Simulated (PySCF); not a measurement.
## Spinor energies of Yb²⁺ (ytterbium, charge +2)

Start: [Xe] 4f14. Calculated with PySCF 2.14 in x2c-QZVPPall-2c: generalised Hartree-Fock with the X2C-1e Hamiltonian and a Gaussian nucleus; one run each with spin-orbit coupling (SO) switched off, then screened by Boettger's factors.

| spinor shell | electrons | ε, spin-free (eV) | ε, screened SO (eV) | weight of nominal j (screened SO) | rms radius, screened SO (bohr) |
| --- | --- | --- | --- | --- | --- |
| 1s1/2 | 2 | -61662.3 | -61647.1 | 1.000 | 0.0223 |
| 2s1/2 | 2 | -10591.5 | -10586.8 | 1.000 | 0.0901 |
| 2p1/2 | 2 | -9335.1 | -10079.3 | 1.000 | 0.0768 |
| 2p3/2 | 4 | -9335.1 | -9026.8 | 1.000 | 0.0838 |
| 3s1/2 | 2 | -2454.7 | -2453.4 | 1.000 | 0.231 |
| 3p1/2 | 2 | -2068.9 | -2229.4 | 1.000 | 0.222 |
| 3p3/2 | 4 | -2068.9 | -2001.6 | 1.000 | 0.237 |
| 3d3/2 | 4 | -1595.9 | -1624.9 | 1.000 | 0.210 |
| 3d5/2 | 6 | -1595.9 | -1575.5 | 1.000 | 0.214 |
| 4s1/2 | 2 | -522.22 | -521.89 | 1.000 | 0.519 |
| 4p1/2 | 2 | -393.19 | -429.91 | 1.000 | 0.531 |
| 4p3/2 | 4 | -393.19 | -377.83 | 1.000 | 0.563 |
| 4d3/2 | 4 | -220.21 | -226.04 | 1.000 | 0.599 |
| 4d5/2 | 6 | -220.21 | -216.15 | 1.000 | 0.611 |
| 5s1/2 | 2 | -80.521 | -80.483 | 1.000 | 1.31 |
| 5p1/2 | 2 | -48.218 | -52.855 | 1.000 | 1.47 |
| 5p3/2 | 4 | -48.218 | -46.327 | 1.000 | 1.59 |
| 4f5/2 | 6 | -28.178 | -29.026 | 1.000 | 0.852 |
| 4f7/2 | 8 | -28.178 | -27.402 | 1.000 | 0.875 |

```tsv
quantity	spin-free	screened SO
E (hartree)	-14048.65641	-14061.85204
M_J	0	0
⟨J²⟩	0.000	0.000
⟨L²⟩	0.000	0.106
⟨S²⟩	0.000	0.106
```

Breit and QED terms are absent; they matter most for the inner s and p1/2 levels.

Densities and radii are taken from the X2C orbitals without a picture-change correction, which distorts them close to the nucleus.

Without spin-orbit coupling the j labels of p, d and f shells carry no meaning; the spin-free column gives the mean over the occupied spinors of each nl shell.
